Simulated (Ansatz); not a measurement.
`[CH3][GeH2][TeH]` + `CC[SiH3]` → `[SiH3][TeH]` + `C[CH2][GeH2][CH3]`  (redistribution)

Isolated molecules relaxed with PBE0-D4/def2-TZVP in Ansatz; ΔE leaves out vibrations. CBS: MP2 limit from def2 TZ/QZ plus the TZ coupled-cluster correction, frozen cores. Functionals use def2-TZVPP. B3LYP here is the variant with VWN-RPA as its local correlation; programs differ in this. def2 core potentials past Kr. For Ge, Te outer-core shells are correlated without core-valence functions, which leaves a few kJ/mol of doubt a bond. Scalar relativity is left out up to krypton. Each species was taken in one conformer, which may not be the lowest.

| level | ΔE (kcal/mol) |
| --- | --- |
| PBE-D4 | 5.3 |
| PBE0-D4 | 5.3 |
| B3LYP-D4 | 6.0 |
| BHLYP-D4 | 6.3 |
| ωB97X-V | 5.1 |
| ωB97M-V | 5.6 |
| HF/def2-TZVPP | 6.4 |
| CCSD/CBS(def2) | 4.7 |

Q: What does CCSD(T)/CBS give? (Best estimate.)

A: Ansatz gave: +4.6 kcal/mol. The listed levels differ from it by 0.7, 0.7, 1.4, 1.7, 0.5, 1.0, 1.8, 0.1 kcal/mol.

Largest T1 diagnostic among the species: 0.011.

Leaving LDA and LC-ωPBE aside and taking each functional with its dispersion term where it has one, the values, not all of them listed here, spread over 1.2 kcal/mol, from PBE-QIDH to BHLYP-D4. At CCSD(T), def2-SVP lies +1.1 kcal/mol from the extrapolated value and def2-TZVPP −0.2 kcal/mol.
